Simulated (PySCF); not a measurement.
Harmonic spectrum computed at PBE0 in the def2-TZVP basis family (core potentials from Rb on, PySCF, no spin–orbit coupling):

```
ω (cm⁻¹)  IR (km/mol)
     103          0.4
     283         80.2
     292         25.5
```

**Question.** Which molecule gave it? In each, all ligands are bound to the one heavy central atom.
A. SnBr₂ (singlet)
B. MgBr₂ (singlet)
C. TeBr₂ (singlet)
D. GeBr₂ (singlet)

**Answer.** D. It has C2v symmetry with Ge–Br 2.342 Å (×2).
